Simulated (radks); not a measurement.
Results of a calculation; reference values are marked as such.
Q: The mean radii <r> (bohr) of the occupied orbitals of an atom or ion are listed with their occupations. Code: a radial shooting solver on a logarithmic mesh with Libxc functionals. Model: scalar-relativistic Kohn-Sham, TASK exchange with Perdew-Wang LDA correlation, spin-unpolarised, spherical densities, finite nucleus; meta-GGA in the generalised Kohn-Sham scheme; Fermi nuclear charge, rms radius of each element as measured or else 0.836 A^(1/3) + 0.57 fm.

orbital  occ.      <r>
1s          2  0.01933
2s          2  0.08189
2p          6  0.07296
3s          2   0.2127
3p          6   0.2124
3d         10   0.1926
4s          2   0.4791
4p          6   0.5089
4d         10   0.5487
5s          2    1.175
5p          6    1.386
4f         14   0.7182
6s          2    3.749
5d          1    2.846

Name the element and its charge.

A: Z = 71, lutetium, charge 0: Lu in [Xe] 4f14 5d1 6s2. The 1s radius gives Z: for a bare nucleus <r> = (2 gamma + 1)/(2Z) with gamma = sqrt(1 - (Z/c)^2), 0.01909 bohr for Z = 71, and screening makes it slightly larger (0.01933 here). The occupations add up to 71, and the charge is Z minus that.
